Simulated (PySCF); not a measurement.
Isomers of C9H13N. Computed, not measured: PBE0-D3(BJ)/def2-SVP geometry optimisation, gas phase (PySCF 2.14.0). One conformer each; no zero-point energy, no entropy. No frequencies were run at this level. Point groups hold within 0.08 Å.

Question: Order them by energy at this level, lowest first, and give relative energies in kcal/mol.
A. `CC(C)(C)c1ccccn1` (2-tert-butylpyridine)
B. `[CH3:1][CH:2]([CH3:3])[c:4]1[cH:5][cH:6][c:7]([NH2:8])[cH:9][cH:10]1` with C1–C2–C4–C5 -117° (4-isopropylaniline)
C. `[H]/[N:10]=[C:8](\[CH2:7][C:2](=[CH2:1])[CH2:3][C:4]#[C:5][CH3:6])[CH3:9]` with C1–C2–C3–C4 129°, C1–C2–C7–C8 119°, C2–C7–C8–C9 -78°
D. `[CH3:1][CH:2]([CH3:3])[c:4]1[cH:5][cH:6][cH:7][cH:8][c:9]1[NH2:10]` with C1–C2–C4–C5 -104°

Answer: D (0.0), B (0.1), A (5.7), C (74.0).

As drawn, the lowest has an aromatic ring, which the highest lacks; the highest has a C≡C bond, a C=N bond and a C=C bond outside aromatic rings, which the lowest lacks. Neighbours under 2.5 kcal/mol apart (CC(C)c1ccccc1N and CC(C)c1ccc(N)cc1) can change places with a better method, another conformer or zero-point energy.

```csv
SMILES,E (Eh),E rel (kcal/mol),dipole (D),point group,"A, B, C (MHz)"
CC(C)c1ccccc1N,-404.79723,0.0,1.87,C1,"2069, 1125, 807.3"
CC(C)c1ccc(N)cc1,-404.79711,0.1,1.70,–,"3303, 731.8, 688.2"
CC(C)(C)c1ccccn1,-404.78819,5.7,1.76,Cs,"2591, 989.4, 849.5"
[H]/N=C(/C)CC(=C)CC#CC,-404.67923,74.0,1.98,C1,"1817, 819.0, 630.1"
```

As an exercise, what shares would exp(−E/RT) give at 298.15 K from these electronic energies alone (no entropy, no degeneracies)?

RT = 0.592 kcal/mol: CC(C)c1ccccc1N 53.3 %, CC(C)c1ccc(N)cc1 46.7 %, CC(C)(C)c1ccccn1 under 0.1 %, [H]/N=C(/C)CC(=C)CC#CC under 0.1 %.
